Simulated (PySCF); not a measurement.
# Magnetisability: SMILES c1c(C#C)cc(Cl)c(N)c1, C8H6ClN

Molfile (atoms numbered from 1):
```
C8H6ClN
     RDKit          3D

 16 16  0  0  0  0  0  0  0  0999 V2000
    3.6879    0.4384   -1.0885 C   0  0  0  0  0  0  0  0  0  0  0  0
    2.5448    0.3147   -0.7426 C   0  0  0  0  0  0  0  0  0  0  0  0
    1.2012    0.1618   -0.3295 C   0  0  0  0  0  0  0  0  0  0  0  0
    0.7156    0.8407    0.7884 C   0  0  0  0  0  0  0  0  0  0  0  0
   -0.5921    0.6787    1.1889 C   0  0  0  0  0  0  0  0  0  0  0  0
   -1.4661   -0.1650    0.4966 C   0  0  0  0  0  0  0  0  0  0  0  0
   -2.7446   -0.3819    0.9347 N   0  0  0  0  0  0  0  0  0  0  0  0
   -0.9608   -0.8331   -0.6267 C   0  0  0  0  0  0  0  0  0  0  0  0
   -2.0189   -1.8835   -1.5279 Cl  0  0  0  0  0  0  0  0  0  0  0  0
    0.3439   -0.6802   -1.0390 C   0  0  0  0  0  0  0  0  0  0  0  0
    4.6862    0.5460   -1.3919 H   0  0  0  0  0  0  0  0  0  0  0  0
    1.3740    1.4958    1.3391 H   0  0  0  0  0  0  0  0  0  0  0  0
   -0.9625    1.2028    2.0578 H   0  0  0  0  0  0  0  0  0  0  0  0
   -3.1452    0.2981    1.5574 H   0  0  0  0  0  0  0  0  0  0  0  0
   -3.3755   -0.8160    0.2802 H   0  0  0  0  0  0  0  0  0  0  0  0
    0.7044   -1.2084   -1.9084 H   0  0  0  0  0  0  0  0  0  0  0  0
  1  2  3  0
  2  3  1  0
  3  4  1  0
  4  5  2  0
  5  6  1  0
  6  7  1  0
  6  8  2  0
  8  9  1  0
  8 10  1  0
 10  3  2  0
  1 11  1  0
  4 12  1  0
  5 13  1  0
  7 14  1  0
  7 15  1  0
 10 16  1  0
M  END
```

Method: GIAO B3LYP/pcSseg-1 magnetisability, rotational g tensor and spin-rotation constants, non-relativistic, gas phase in PySCF 2.14.0. Geometry: GFN2-xTB.

(1) How diamagnetic is it, and how anisotropic?

(2) Split it along the inertial axes a, b, c into diamagnetic and paramagnetic parts about the centre of mass, with the quadrupole moment.

(3) And the rotational g tensor?

Results:

(1) Isotropic -1585 × 10⁻³⁰ J/T², or -95.4 × 10⁻⁶ cm³/mol; principal values -2069, -1425, -1260 × 10⁻³⁰ J/T², anisotropy 740 × 10⁻³⁰ J/T² (root of half the summed squared differences of the principal values). The susceptibility is in cgs units.

(2) 
```
axis  χ (10⁻⁶ cm³/mol)  diamagnetic (10⁻⁶ cm³/mol)  paramagnetic (10⁻⁶ cm³/mol)  summed x² of all electrons (Å²)  quadrupole Θ (D Å)
   a             -85.8                      -657.2                        571.4                            358.0               +6.82
   b             -75.9                     -1581.1                       1505.2                            140.2               +5.71
   c            -124.6                     -2113.9                       1989.3                             14.7              -12.53
```
Anisotropies 2χaa − χbb − χcc = +29.0 and 2χbb − χaa − χcc = +58.5 × 10⁻⁶ cm³/mol. Θ is traceless in Buckingham's convention.

(3) 
| axis | rotational constant (GHz) | g | nuclear part | electronic part |
| --- | --- | --- | --- | --- |
| a | 2.1636 | -0.0275 | 0.5533 | -0.5808 |
| b | 0.7762 | -0.0132 | 0.5357 | -0.5489 |
| c | 0.5715 | +0.0062 | 0.5403 | -0.5341 |

Asymmetric top; isotopes 12C, 35Cl, 1H, 14N; no vibrational averaging.
